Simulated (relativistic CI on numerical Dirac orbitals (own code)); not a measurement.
**One change at a time: Bi XXIII**

Base calculation: Dirac-Coulomb-Breit CI, separate exchange-only KLI orbitals for each configuration, model QED (radiative potential, 1s self-energy scaled to tabulated hydrogen-like ionisation energies), unscaled Slater integrals.

Configurations in the expansion (outside the closed core [Kr]): 4d10 4f13 5s2, 4d10 4f13 5s 5p, 4d10 4f14 5s, 4d10 4f14 5p, 4d10 4f13 5s 5d, 4d10 4f12 5s2 5p, 4d10 4f12 5s 5p2, 4d10 4f13 5s 5f, 4d10 4f14 5d, 4d9 4f14 5s2, 4d10 4f13 5p 5d, 4d10 4f13 5s 5g, 4d10 4f12 5s2 5d, 4d10 4f14 5f, 4d10 4f11 5s2 5p 5d, 4d10 4f13 5s 6s, 4d10 4f12 5s 5d2, 4d10 4f14 5g, 4d10 4f13 5s 6p, 4d10 4f13 5p 5g, 4d10 4f12 5s2 5f, 4d10 4f12 5s2 6s, 4d10 4f13 5d 5f, 4d10 4f13 5s 6d, 4d10 4f12 5s2 6p, 4d10 4f13 5p2, 4d10 4f12 5p3, 4d9 4f14 5p2, 4d10 4f13 5d2, 4d10 4f12 5p 5d2, 4d9 4f14 5d2, 4d10 4f13 5p 5f, 4d10 4f12 5p2 5f, 4d9 4f14 5p 5f. Double excitations out of closed p, d and f shells are left out; levels of such configurations are missing from the list, as are those of other unlisted configurations, and high levels can miss mixing partners. Some configurations lack a partner that the ground configuration has and come out too high, among them 4d10 4f12 5s2 5d, 4d10 4f12 5s2 6s, 4d10 4f12 5s2 6p, 4d10 4f12 5s2 5f.

Variants: (1) only the first 3 configurations. Shifts of the energy above 4d10 4f14 5s 2S_1/2, in cm⁻¹, for the lowest level and the first level of each name with at least 55 % of one term (blank where a level changes its place among those of its configuration and J or its character, or is not in the variant):

| Level | Base | Δ(1) |
| --- | --- | --- |
| 4d10 4f14 5s 2S_1/2 | 0 | 0 |
| 4d10 4f13 5s2 2F°_7/2 | 392405 | +4388 |
| 4d10 4f14 5p 2P°_1/2 | 405597 |  |
| 4d10 4f13 5s2 2F°_5/2 | 436901 | +4431 |
| 4d10 4f14 5p 2P°_3/2 | 686359 |  |
| 4d10 4f13 5s 5p 4G_11/2 | 1024816 | -3339 |
| 4d10 4f13 5s 5p 2D_3/2 | 1033392 | -2163 |
| 4d10 4f13 5s 5p 4F_9/2 | 1043649 | -3003 |
| 4d10 4f13 5s 5p 4D_1/2 | 1059560 | -1950 |
| 4d10 4f13 5s 5p 2G_9/2 | 1078370 | -3145 |
| 4d10 4f13 5s 5p 2F_5/2 | 1165561 | +6348 |
| 4d10 4f12 5s2 5p 4G°_11/2 | 1190417 |  |
| 4d10 4f12 5s2 5p 2K°_13/2 | 1294332 |  |
| 4d10 4f12 5s2 5p 2H°_11/2 | 1298186 |  |

At this charge transitions that keep the count of f electrons are usually good to a few per cent. Levels that differ in their count of f electrons can be misplaced by several ten thousand cm⁻¹, since the correlation energy of f electrons is missing or only estimated; rates across such gaps can be off by orders of magnitude. The computed lowest level isn't the tabulated ground level, which NIST ASD gives as 4f13 5s2 2F°7/2; for such ions that label comes from theory and may be the wrong one.

Ionisation energy from one configuration of each of the two ions, the ground ones as tabulated or assumed: base 641.585 eV. The NIST ASD value (theoretical) is 660 ± 30 eV.

LS names give the leading component of a level, which can be under half, so a name can repeat, a term be missing and a line seem to break the LS rules.
